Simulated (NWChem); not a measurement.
C3H6OS; SMILES C(SC)C=O

```xyz
11

C     -1.3288    -1.1973     0.1468
S      0.4392    -1.2006    -0.2214
C      0.9216     0.3708     0.5604
C      0.3628     1.4650    -0.3042
O     -0.6440     2.0730    -0.0493
H     -1.5103    -1.3297     1.2237
H     -1.7616    -2.0487    -0.3967
H     -1.8107    -0.2702    -0.1972
H      2.0221     0.3795     0.5645
H      0.5361     0.4390     1.5890
H      0.9160     1.6251    -1.2653
```
Atoms are numbered in this order, from 1.

Results from NWChem. Geometry: optimised at PBE0/def2-SVP.

Q: Order these by “orbital gap (eV)”, lowest first: Hartree-Fock/def2-TZVP; TPSSh/def2-TZVP; PBE/def2-TZVP; CAM-B3LYP/def2-TZVP.

A: PBE/def2-TZVP (3.40), TPSSh/def2-TZVP (4.61), CAM-B3LYP/def2-TZVP (8.32), Hartree-Fock/def2-TZVP (12.89)
